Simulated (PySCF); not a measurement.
## Radial density of Nb²⁺ (niobium, charge +2)

BP86, [Kr] 4d3, high-spin 4F determinant. Calculation: PySCF 2.14, in aug-cc-pVDZ-PP with ECP28MDF (5s5p4d2f, 54 functions); scalar relativity through the core potential. This is the valence pseudo-density: the core potential removes the inner electrons and smooths the orbitals near the nucleus.

| r (bohr) | 4πr²ρ (e/bohr) | 4πr²(ρα − ρβ) |
| --- | --- | --- |
| 0.0504 | 2.146e-05 | 0.0000 |
| 0.0847 | 7.577e-05 | 0.0000 |
| 0.143 | 0.0004906 | 0.0001 |
| 0.240 | 0.006672 | 0.0014 |
| 0.403 | 0.1748 | 0.0272 |
| 0.678 | 3.438 | 0.3453 |
| 1.14 | 9.762 | 1.5281 |
| 1.92 | 3.389 | 1.4538 |
| 3.23 | 0.3339 | 0.2985 |
| 5.43 | 0.006116 | 0.0061 |

Energies and moments cover only the electrons outside the core potential.
